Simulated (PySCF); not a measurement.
C9H6O2S, SMILES O=C(c1ccco1)c1cccs1 (GFN2-xTB optimised geometry):

```
18

O     -0.889    -2.403     0.000
C     -0.457    -1.261     0.000
C     -1.368    -0.116     0.000
C     -2.745    -0.116     0.000
C     -3.138     1.235     0.000
C     -1.981     1.960     0.000
O     -0.915     1.158     0.000
C      0.978    -0.995     0.000
C      1.947    -1.972     0.000
C      3.251    -1.456     0.000
C      3.266    -0.093     0.000
S      1.695     0.584     0.000
H     -3.370    -0.985     0.000
H     -4.137     1.618     0.000
H     -1.800     3.018     0.000
H      1.698    -3.018     0.000
H      4.137    -2.064     0.000
H      4.119     0.556     0.000
```

Computed with PBE/def2-SVP (PySCF).

Q: What are the frontier orbital energies and the dipole moment?

A: HOMO-2 -6.03 eV, HOMO-1 -5.93 eV, HOMO -5.68 eV, LUMO -2.73 eV, LUMO+1 -1.13 eV; dipole moment 2.89 D.

Meta-Löwdin charges at PBE/def2-SVP: O1 -0.40, C2 0.29, C3 0.10, C4 -0.13, C5 -0.16, C6 0.05, O7 -0.20, C8 -0.16, C9 -0.10, C10 -0.13, C11 -0.23, S12 0.29, H13 0.14, H14 0.13, H15 0.13, H16 0.13, H17 0.12, H18 0.13.
